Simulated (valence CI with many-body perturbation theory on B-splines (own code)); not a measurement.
E1 transitions of Ba22+

Level of theory: configuration interaction combined with many-body perturbation theory (CI+MBPT): six valence electrons over a frozen Dirac-Fock core [Ar] 3d10, radial functions for each j: 9 s, 9 p, 8 d, 6 f, 3 g, 1 h, with the one-electron correlation potential Σ1 (screened to all orders), the two-electron term Σ2, the three-electron term Σ3, Breit, model QED; selected single and double excitations, second order for the rest, scaled by the run's own slope (own B-spline code, finite nucleus).

No measured spectrum was set against this ion. As an estimate, levels hold to about 250 cm⁻¹ or 0.2 % of their energy and the worst to 1 %, as in measured heavy ions of charge 2 to 7; those with d or f electrons hold less well. Among the levels kept, up to 940 cm⁻¹ of a level comes from second order outside the variational space, and about a tenth of that is noise between levels of different J, which matters for small intervals.

Lines 51 to 90 of 90 in falling wavelength, among levels below 131.26 eV, chosen from the strongest by gf and those to the six lowest levels. Wavelengths and rates use the calculated energies, so an error of 2000 cm⁻¹ moves a line at 124.5 Å by 0.25 % and its rate by three times that or more. Electric multipoles are in the length gauge, E1 and E2 with the static RPA response of the core. Weak lines are less certain than strong ones. Lines between different terms over intervals too small for the method are left out, as are lines whose strength nearly cancels. Where a level lies close to another of its J and parity, the split of strength between their lines is uncertain. The highest levels of a list are the least certain.

Levels are named by their leading jj configuration (3d3/2^4 stands for four electrons in 3d with j = 3/2), which in mixed levels can hold well under half, so a name can repeat and another be missing. Letters in brackets count levels of one name in rising energy.

```csv
λ vac (Å),Upper,Lower,A (s⁻¹),S (a.u.) with core polarisation,S without
124.5,(4s^2 4p1/2^2 4p3/2 4d5/2) J=1,(4s^2 4p1/2^2 4p3/2^2) J=0,3.34e+10,9.54e-02,1.02e-01
123.0,(4s^2 4p1/2 4p3/2^2 4d5/2) J=0,(4s^2 4p1/2 4p3/2^3) J=1,6.32e+10,5.81e-02,6.21e-02
123.0,(4s^2 4p1/2 4p3/2^2 4d5/2) J=3 [b],(4s^2 4p1/2 4p3/2^3) J=2,1.06e+10,6.79e-02,7.24e-02
122.5,(4s^2 4p1/2 4p3/2^2 4d5/2) J=3 [c],(4s^2 4p1/2 4p3/2^3) J=2,1.39e+10,8.82e-02,9.40e-02
121.9,(4s^2 4p1/2^2 4p3/2 4d5/2) J=3,(4s^2 4p1/2^2 4p3/2^2) J=2,5.33e+10,3.33e-01,3.55e-01
121.8,(4s^2 4p1/2 4p3/2^2 4d5/2) J=2 [a],(4s^2 4p1/2 4p3/2^3) J=1,1.10e+10,4.90e-02,5.23e-02
121.7,(4s^2 4p1/2 4p3/2^2 4d3/2) J=1 [b],(4s^2 4p1/2 4p3/2^3) J=2,2.31e+08,6.18e-04,6.87e-04
121.0,(4s^2 4p1/2 4p3/2^2 4d3/2) J=2 [c],(4s^2 4p1/2 4p3/2^3) J=1,2.79e+10,1.22e-01,1.30e-01
120.9,(4s^2 4p1/2 4p3/2^2 4d5/2) J=2 [b],(4s^2 4p1/2 4p3/2^3) J=2,5.87e+10,2.56e-01,2.74e-01
120.1,(4s^2 4p1/2 4p3/2^2 4d3/2) J=1 [a],(4s^2 4p1/2^2 4p3/2^2) J=0,2.74e+10,7.04e-02,7.53e-02
118.6,(4s^2 4p1/2 4p3/2^2 4d5/2) J=1 [b],(4s^2 4p1/2 4p3/2^3) J=2,1.92e+11,4.73e-01,5.07e-01
118.4,(4s^2 4p1/2 4p3/2^2 4d3/2) J=3 [b],(4s^2 4p1/2 4p3/2^3) J=2,5.26e+10,3.02e-01,3.22e-01
118.2,(4s^2 4p1/2^2 4p3/2 4d5/2) J=1,(4s^2 4p1/2^2 4p3/2^2) J=2,1.47e+09,3.58e-03,3.81e-03
118.2,(4s^2 4p1/2 4p3/2^2 4d3/2) J=1 [b],(4s^2 4p1/2 4p3/2^3) J=1,4.84e+10,1.18e-01,1.27e-01
117.4,(4s^2 4p1/2 4p3/2^2 4d5/2) J=2 [b],(4s^2 4p1/2 4p3/2^3) J=1,1.50e+10,6.00e-02,6.38e-02
116.1,(4s^2 4p1/2 4p3/2^2 4d3/2) J=2 [a],(4s^2 4p1/2^2 4p3/2^2) J=2,4.05e+09,1.56e-02,1.67e-02
115.2,(4s^2 4p1/2 4p3/2^2 4d5/2) J=1 [b],(4s^2 4p1/2 4p3/2^3) J=1,1.92e+10,4.35e-02,4.65e-02
114.3,(4s^2 4p1/2 4p3/2^2 4d3/2) J=1 [a],(4s^2 4p1/2^2 4p3/2^2) J=2,8.37e+09,1.85e-02,1.99e-02
114.3,(4s^2 4p1/2 4p3/2^2 4d3/2) J=3 [a],(4s^2 4p1/2^2 4p3/2^2) J=2,4.16e+09,2.15e-02,2.29e-02
114.2,(4s^2 4p1/2 4p3/2^2 4d3/2) J=1 [c],(4s^2 4p1/2 4p3/2^3) J=2,7.96e+10,1.76e-01,1.88e-01
113.3,(4s^2 4p1/2 4p3/2^2 4d5/2) J=2 [c],(4s^2 4p1/2 4p3/2^3) J=2,1.41e+11,5.05e-01,5.40e-01
112.2,(4s^2 4p1/2 4p3/2^2 4d5/2) J=3 [a],(4s^2 4p1/2^2 4p3/2^2) J=2,3.27e+09,1.60e-02,1.71e-02
111.1,(4s^2 4p1/2 4p3/2^2 4d3/2) J=1 [c],(4s^2 4p1/2 4p3/2^3) J=1,4.50e+10,9.13e-02,9.74e-02
110.2,(4s^2 4p1/2 4p3/2^2 4d5/2) J=2 [c],(4s^2 4p1/2 4p3/2^3) J=1,2.75e+11,9.09e-01,9.71e-01
110.2,(4s^2 4p1/2 4p3/2^2 4d5/2) J=1 [a],(4s^2 4p1/2^2 4p3/2^2) J=0,2.17e+07,4.31e-05,4.23e-05
107.9,(4s^2 4p1/2 4p3/2^2 4d3/2) J=2 [b],(4s^2 4p1/2^2 4p3/2^2) J=2,2.16e+10,6.69e-02,7.17e-02
105.3,(4s^2 4p1/2 4p3/2^2 4d5/2) J=1 [a],(4s^2 4p1/2^2 4p3/2^2) J=2,1.33e+11,2.29e-01,2.46e-01
104.9,(4s^2 4p1/2 4p3/2^2 4d3/2) J=1 [b],(4s^2 4p1/2^2 4p3/2^2) J=0,7.05e+10,1.20e-01,1.29e-01
103.0,(4s^2 4p1/2 4p3/2^2 4d5/2) J=2 [a],(4s^2 4p1/2^2 4p3/2^2) J=2,5.29e+10,1.43e-01,1.53e-01
102.5,(4s^2 4p1/2 4p3/2^2 4d5/2) J=1 [b],(4s^2 4p1/2^2 4p3/2^2) J=0,1.17e+11,1.87e-01,2.00e-01
102.4,(4s^2 4p1/2 4p3/2^2 4d3/2) J=2 [c],(4s^2 4p1/2^2 4p3/2^2) J=2,2.79e+11,7.38e-01,7.91e-01
101.2,(4s^2 4p1/2 4p3/2^2 4d5/2) J=3 [b],(4s^2 4p1/2^2 4p3/2^2) J=2,5.95e+10,2.13e-01,2.28e-01
100.9,(4s^2 4p1/2 4p3/2^2 4d5/2) J=3 [c],(4s^2 4p1/2^2 4p3/2^2) J=2,3.27e+11,1.16e+00,1.24e+00
100.4,(4s^2 4p1/2 4p3/2^2 4d3/2) J=1 [b],(4s^2 4p1/2^2 4p3/2^2) J=2,3.00e+11,4.49e-01,4.81e-01
99.80,(4s^2 4p1/2 4p3/2^2 4d5/2) J=2 [b],(4s^2 4p1/2^2 4p3/2^2) J=2,1.46e+11,3.58e-01,3.83e-01
99.24,(4s^2 4p1/2 4p3/2^2 4d3/2) J=1 [c],(4s^2 4p1/2^2 4p3/2^2) J=0,3.63e+11,5.26e-01,5.63e-01
98.23,(4s^2 4p1/2 4p3/2^2 4d5/2) J=1 [b],(4s^2 4p1/2^2 4p3/2^2) J=2,5.53e+10,7.77e-02,8.31e-02
98.13,(4s^2 4p1/2 4p3/2^2 4d3/2) J=3 [b],(4s^2 4p1/2^2 4p3/2^2) J=2,2.25e+11,7.36e-01,7.87e-01
95.22,(4s^2 4p1/2 4p3/2^2 4d3/2) J=1 [c],(4s^2 4p1/2^2 4p3/2^2) J=2,8.85e+08,1.13e-03,1.21e-03
94.55,(4s^2 4p1/2 4p3/2^2 4d5/2) J=2 [c],(4s^2 4p1/2^2 4p3/2^2) J=2,5.27e+10,1.10e-01,1.18e-01
```
